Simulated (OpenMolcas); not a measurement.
Lu: CASPT2 settings compared

```
Program             : OpenMolcas
Basis               : ANO-RCC-VQZP [9s8p6d4f3g2h]
Scalar Hamiltonian  : DKH2, point nucleus
Active space        : 3 electrons in 6 orbitals (5d 6s)
State averaging     : 2S+1 = 2 even, 30 roots; 2S+1 = 4 even, 10 roots kept (CI in the orbitals of an earlier block)
Spin-orbit coupling : state interaction with AMFI integrals over the reference wave functions, term energies averaged over their components
```

Methods on the same reference wave functions:
A. CASSCF
B. SS-CASPT2, IPEA 0.3 Eh, sigma1 regulariser 0.4 Eh (closed shells correlated: none)
C. MS-CASPT2, IPEA 0.3 Eh, sigma1 regulariser 0.4 Eh (closed shells correlated: none)
D. XMS-CASPT2, IPEA 0.3 Eh, real shift 0.4 Eh (closed shells correlated: 5s 5p)

Energies in cm⁻¹ above 5d 6s² ²D_3/2, the measured ground level; measured values from NIST Handbook of Basic Atomic Spectroscopic Data.

```tsv
Level	A	B	C	D	Measured
5d 6s² ²D_3/2	0.0	0.0	0.0	0.0	0.0
5d 6s² ²D_5/2	1819	1819	1875	1867	1994
5d² 6s ⁴F_3/2	14362	16670	16850	17950	18851
5d² 6s ⁴F_5/2	15033	17350	17520	18630	19403
5d² 6s ⁴F_7/2	15975	18340	18520	19600	20247
5d² 6s ⁴F_9/2	17124	19480	19670	20750	21242
5d² 6s ⁴P_1/2	21374	22710	22890	23620	21472
5d² 6s ⁴P_3/2 [62 %]	21847	23000	23230	24150	22468
5d² 6s ²D_3/2 [57 %]	25498	23770	24070	26210	24518
5d² 6s ²G_9/2	27383	26640	26820	28530	26671
5d² 6s ²P_1/2	28683	27820	28010	29570	28793
5d² 6s ²P_3/2	29792	28920	29110	30740	29938
```

Deviations, from unrounded energies. A percentage is the sum of absolute deviations over the sum of measured energies, with the sign that they share, or ± where signs differ.

| Against measurement | Levels | A | B | C | D |
| --- | --- | --- | --- | --- | --- |
| mean absolute deviation (cm-1) | 11 | 1800 | 1100 | 1100 | 1100 |
| fine structure of the ground term (%) | 1 | -8.8 | -8.8 | -6.0 | -6.4 |
| other configurations (%) | 10 | ±8.5 | ±5.3 | ±5.0 | ±5.0 |

C, D lie about equally close to measurement and A furthest from it. The largest miss of C in the table is 5d² 6s ⁴F_3/2, by -2000 cm-1. The ranking rests on the paired levels alone, and a cruder setting can come out closer through cancelling errors.

Among B to D the level of the table that moves most is 5d² 6s ²D_3/2 [57 %], by 2400 cm-1 (lowest in B, highest in D). Moves below CASPT2's spread within the term are not significant.

The mean deviations of B to D differ by less than CASPT2's widest spread within a term (680 cm-1), so their order carries little weight.

The lowest spin-free term lies below A's lowest term by 0.025 hartree in B, 0.026 hartree in C, 0.253 hartree in D.

CASPT2 does not keep the components of a term degenerate, so their means are used; among the terms shown or strongly mixed into the levels shown the widest spread is 680 cm-1 (5d² 6s ²G, C). Terms from blocks run as CI alone lack orbitals of their own. A single d shell beside an s shell can misplace configurations of different d count against each other. The CASPT2 spread within a term exceeds the gap to the next term for 5d² 6s ²D and 5d² 6s ⁴P, so the order of their levels is uncertain, and so are names and mixing where such terms share a J (figures for B; the like holds for C). Without dynamic correlation excited terms often stand tens of per cent too high (terms of higher spin than the ground term too low), and those without a measured partner can miss by more than the paired ones (holds for A). Some levels mix across a computed gap that differs much from the measured one, so their mixing is not that of the real levels (holds for B; C). Computed and measured levels are paired by configuration, term and J; levels that our copy of the source lacks, or whose pairing is in doubt (as where it misses far off the trend of its configuration), stay unpaired and out of the deviations. Levels of configurations outside the active space are missing. Levels that lie high or do not pair safely by name in every column are left out.

A share in square brackets marks a mixed level and gives the weight of the term that names it, the lowest over the columns.
